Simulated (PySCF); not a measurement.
AlCl, SMILES [Al][Cl] (connectivity only; charge and spin as stated), neutral, multiplicity 1. Atoms are numbered in the order given.

```xyz
2

Al     0.0000     0.0000    -1.2166
Cl     0.0000     0.0000     0.9304
```
Charge 0, spin multiplicity 1.

The structure is a stationary point at PBE0-D3(BJ)/def2-TZVPD.

These are C-PCM-M06-2X/def2-TZVPD (PySCF 2.14.0) values and carry that method's errors.

The values are the electrostatic part of the solvation free energy, E(continuum) − E(gas) at the gas-phase geometry, in a cavity of scaled van der Waals radii (PySCF's table); cavitation and dispersion terms are not included. A continuum can't describe solvent molecules that bind to the metal. In vacuum the orbital gap is 7.01 eV. The dipole moment in vacuum is 1.84 D.

Computed values in water (ε = 78.36), 2-propanol (ε = 19.26), tetrahydrofuran (ε = 7.43):
```
solvent              ε  ΔG(elec) (kcal/mol)  dipole (D)  gap (eV)
---------------  -----  -------------------  ----------  --------
water            78.36                 -4.1        2.58      7.11
2-propanol       19.26                 -3.9        2.54      7.11
tetrahydrofuran   7.43                 -3.5        2.46      7.10
```
